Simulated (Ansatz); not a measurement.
Geometry optimisation, RKS B3LYP-D4/6-31G* in Ansatz 0.2.0.

Input:

```yaml
crystal:
  periodic: [false, false, false]
  atoms:
    - { symbol: Al, position_ang: [0.162224, 0.12663, 0.099418] }
    - { symbol: "N", position_ang: [0.193621, -0.006929, 1.976194] }
    - { symbol: H, position_ang: [-0.633059, 0.263135, 2.49979] }
    - { symbol: H, position_ang: [1.017651, 0.271084, 2.499446] }
    - { symbol: "N", position_ang: [1.662512, 0.518502, -0.772139] }
    - { symbol: H, position_ang: [2.586456, 0.549358, -0.357735] }
    - { symbol: H, position_ang: [1.740343, 0.493803, -1.781218] }
    - { symbol: H, position_ang: [-1.235617, 0.08349, -0.63914] }
    - { symbol: O, position_ang: [0.164761, -2.781085, 0.701498] }
    - { symbol: H, position_ang: [-0.764893, -3.048634, 0.630066] }
    - { symbol: H, position_ang: [0.184403, -2.212555, 1.513119] }
basis:
  gaussian: { orbitals: "6-31G*" }
hamiltonian:
  xc: b3lyp
  dispersion: d4
relax:
  f_tol: 0.03
  max_steps: 50
```

Command:

```bash
$ ansatz run input.yaml --threads 1 --pin off --max-ram 2048MiB --backend cpu --events-out ev --progress --plain --runs-dir out
```

Problem. Where does it end, and by what steps?

Solution. The forces met the threshold. After 8 steps the energy has fallen by 0.466 eV; O9 moved furthest, 0.55 Å. Joined: Al1–O9 (2.97 → 2.05 Å).

| step | energy less start (eV) | largest force component (eV/Å) | accepted |
| --- | --- | --- | --- |
| 0 | 0.0000 | 1.223 | yes |
| 1 | -0.1464 | 0.739 | yes |
| 2 | -0.3212 | 1.009 | yes |
| 3 | -0.4291 | 0.649 | yes |
| 4 | -0.4568 | 0.401 | yes |
| 5 | -0.4570 | 0.363 | yes |
| 6 | -0.4637 | 0.259 | yes |
| 7 | -0.4656 | 0.061 | yes |
| 8 | -0.4660 | 0.013 | yes |

```xyz
11
Properties=species:S:1:pos:R:3
Al 0.158 -0.239 0.171
N 0.197 -0.138 2.035
H -0.619 0.255 2.497
H 1.015 0.250 2.497
N 1.604 0.342 -0.715
H 2.523 0.472 -0.312
H 1.672 0.351 -1.726
H -1.270 -0.153 -0.532
O 0.227 -2.250 0.566
H -0.613 -2.696 0.364
H 0.185 -1.938 1.524
```

Whether the end is a true minimum wasn't checked by a vibrational analysis.

Time of the run: 19 s on 1 thread of AMD EPYC 9R45 96-Core Processor (Zen 5) (shared host), peak memory 0.17 GiB.
